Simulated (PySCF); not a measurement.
Results of a calculation; reference values are marked as such.
Si5H9O

The system: Si5H9O, a small molecule (built as: end group O); neutral, doublet. The structure was relaxed in the gas phase by PBE0-D3(BJ)/def2-SVP. No frequency run checks that it is a minimum.

SMILES: [O][SiH]1[SiH2][SiH2][SiH2][SiH2]1

```xyz
15

Si   -1.396    1.021    1.014
Si   -1.685   -0.302   -0.906
Si    0.374   -1.423   -1.182
Si    1.709   -0.667    0.597
Si    0.895    1.568    0.714
O     0.934    1.954   -0.872
H    -1.566    0.244    2.283
H    -2.246    2.250    1.062
H    -1.981    0.584   -2.071
H    -2.807   -1.277   -0.729
H     1.028   -1.052   -2.473
H     0.192   -2.908   -1.130
H     3.181   -0.692    0.338
H     1.412   -1.368    1.886
H     1.540    2.496    1.695
```
(Å; atoms numbered from 1)

EPR values by unrestricted B3LYP, IGLO-III on O Si, pcH-1 on H.

Task: Predict g and the largest hyperfine couplings. Where does the spin sit?

Result: g = 2.0031, 2.0138, 2.0256. The spin sits on O6 (65 %, bonded to 1 Si) by Mulliken populations.
| atom | isotope | isotropic (MHz) | dipolar, principal values (MHz) |
| --- | --- | --- | --- |
| O6 | 17O | -33.9 | -183.8, 90.5, 93.2 |
| Si4 | 29Si | -89.2 | -42.6, 20.7, 21.9 |
| Si1 | 29Si | -80.0 | -38.2, 18.5, 19.6 |
| Si5 | 29Si | 64.5 | -11.0, 3.1, 7.8 |
| H14 | 1H | 20.4 | -2.8, -0.3, 3.2 |
| H7 | 1H | 14.2 | -2.6, -0.4, 3.0 |
